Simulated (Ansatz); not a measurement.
Species: sum formula GeH$_{3}$Te$_{4}$ (charge 0, doublet). It need not be the lowest isomer of its formula. 
Geometry from a B3LYP-D3(BJ)/def2-TZVP (Ansatz, a program for electronic structure) optimisation:
SMILES: [Te][Ge]([TeH])([TeH])[TeH]
```xyz
8

Te     0.2230     1.9471    -1.6305
Ge     0.0360    -0.0765    -0.1384
Te    -1.0417     1.3180     1.8167
Te    -1.3974    -2.1040    -0.8587
Te     2.2353    -1.1204     0.7553
H     -2.5109     1.3723     1.0389
H     -2.7532    -1.1506    -0.9993
H      3.1179     0.1146     0.0818
```
Charge 0, spin multiplicity 2.

Wanted: atomisation energy (electronic, to ground-state atoms), in kcal/mol. Correlated levels leave the core frozen unless marked. UHF or UKS for open shells. No spin-orbit coupling. Frozen are the shells of the preceding noble gas and the d and f shells that filled before the atom's block. In def2 rows, elements after Kr have scalar-relativistic effective core potentials. STO-3G rows are all-electron and non-relativistic. The coupled-cluster limit lacks core correlation, which all-electron functionals hold. CBS marks a two-point X^-3 extrapolation of the correlation energy; Hartree-Fock from the larger set.

```csv
level,program,atomisation energy (kcal/mol)
PBE-D3(BJ)/def2-TZVPD,Ansatz + dftd3,428.9
PBE-D4/def2-TZVPD,Ansatz + dftd4,430.2
BLYP-D3(BJ)/def2-TZVPD,Ansatz + dftd3,421.1
BLYP-D4/def2-TZVPD,Ansatz + dftd4,418.7
r2SCAN-D4/def2-TZVPD,Ansatz + dftd4,415.6
B97M-V/def2-TZVPD,Ansatz,___
PBE0/def2-TZVPD,Ansatz,405.5
PBE0/def2-QZVPP,Ansatz,405.5
HSE06-D4/def2-TZVPD,Ansatz + dftd4,415.9
HSE06/def2-TZVPD,Ansatz,406.0
CAM-B3LYP/def2-TZVPD,Ansatz,391.1
LC-wPBE-D4/def2-TZVPD,Ansatz + dftd4,___
B2GP-PLYP-D3(BJ)/def2-TZVPD,Ansatz + dftd3,407.7
B2GP-PLYP/def2-TZVPD,Ansatz,389.8
SCS-MP2/def2-TZVPP,Ansatz,381.4
CCSD/STO-3G,Ansatz,472.1
"CCSD(T)/CBS(def2-TZVPP,def2-QZVPP)",Ansatz,408.0
```

Question: Complete the blanks.

Answer: 
- B97M-V/def2-TZVPD, atomisation energy (kcal/mol): 413.9
- LC-wPBE-D4/def2-TZVPD, atomisation energy (kcal/mol): 397.1
